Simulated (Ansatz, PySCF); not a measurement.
C2H10OSi3, SMILES [Si@@H]1(C[C@@H](O)[SiH2]1)[SiH3]. Atoms are numbered in the order given.

```xyz
16

O     -0.4910    -0.9456     1.5178
C     -1.3815    -0.8700     0.4153
C     -0.6586    -1.2623    -0.8908
Si     0.4068     0.3353    -1.0710
Si     2.2452     0.2442     0.3821
Si    -1.5278     1.0227     0.0465
H     -0.1505    -1.8475     1.5701
H     -2.3027    -1.4532     0.6027
H     -1.3778    -1.3164    -1.7264
H     -0.1430    -2.2381    -0.8342
H      0.7632     0.7529    -2.4624
H      3.4788     0.8121    -0.2520
H      2.5348    -1.1839     0.7277
H      1.9794     1.0045     1.6383
H     -2.6746     1.2939    -0.8766
H     -1.5824     1.9431     1.2197
```
Charge 0, spin multiplicity 1.

Geometry optimised at PBE0-D3(BJ)/def2-SVP. The structure was generated by enumeration; whether it is a known compound was not checked. Other conformers were not sampled.

Two levels are set side by side: PBE-D3(BJ)/def2-SVP (Ansatz, an electronic-structure program) and PBE0-D3(BJ)/def2-SVP (Ansatz). Each level has its own optimised geometry; the coordinates shown are those of the second. Frequencies come from the Hessian of PySCF at each geometry. Differences are taken from unrounded values.

```tsv
quantity	PBE0-D3(BJ)
mean bond length (Å)	1.548
bond O1–C2 (Å)	1.419
bond C2–C3 (Å)	1.544
bond C2–Si6 (Å)	1.934
bond C3–Si4 (Å)	1.929
bond Si4–Si5 (Å)	2.345
bond Si4–Si6 (Å)	2.337
bond O1–H7 (Å)	0.965
bond C2–H8 (Å)	1.106
bond C3–H9 (Å)	1.104
bond C3–H10 (Å)	1.105
bond Si4–H11 (Å)	1.496
bond Si5–H12 (Å)	1.499
bond Si5–H13 (Å)	1.498
bond Si5–H14 (Å)	1.492
bond Si6–H15 (Å)	1.497
bond Si6–H16 (Å)	1.492
highest harmonic wavenumber (cm⁻¹)	3831
mean harmonic wavenumber (cm⁻¹)	1159
zero-point energy (kcal/mol)	69.59
```

What does PBE-D3(BJ) give, and how far is it from PBE0-D3(BJ)? (The exact figures need the calculation; the answer reports its results.)


| quantity | PBE-D3(BJ) | PBE-D3(BJ) minus PBE0-D3(BJ) |
|---|---|---|
| mean bond length (Å) | 1.558 | 0.011 |
| bond O1–C2 (Å) | 1.435 | 0.016 |
| bond C2–C3 (Å) | 1.552 | 0.008 |
| bond C2–Si6 (Å) | 1.948 | 0.014 |
| bond C3–Si4 (Å) | 1.943 | 0.014 |
| bond Si4–Si5 (Å) | 2.353 | 0.008 |
| bond Si4–Si6 (Å) | 2.349 | 0.012 |
| bond O1–H7 (Å) | 0.978 | 0.012 |
| bond C2–H8 (Å) | 1.116 | 0.009 |
| bond C3–H9 (Å) | 1.112 | 0.008 |
| bond C3–H10 (Å) | 1.114 | 0.009 |
| bond Si4–H11 (Å) | 1.507 | 0.011 |
| bond Si5–H12 (Å) | 1.510 | 0.011 |
| bond Si5–H13 (Å) | 1.508 | 0.011 |
| bond Si5–H14 (Å) | 1.502 | 0.010 |
| bond Si6–H15 (Å) | 1.508 | 0.011 |
| bond Si6–H16 (Å) | 1.503 | 0.011 |
| highest harmonic wavenumber (cm⁻¹) | 3644 | -187 |
| mean harmonic wavenumber (cm⁻¹) | 1117 | -42 |
| zero-point energy (kcal/mol) | 67.07 | -2.52 |

Exact exchange shortens and stiffens bonds; PBE has none. Differences between two approximate levels are no errors against the true value.
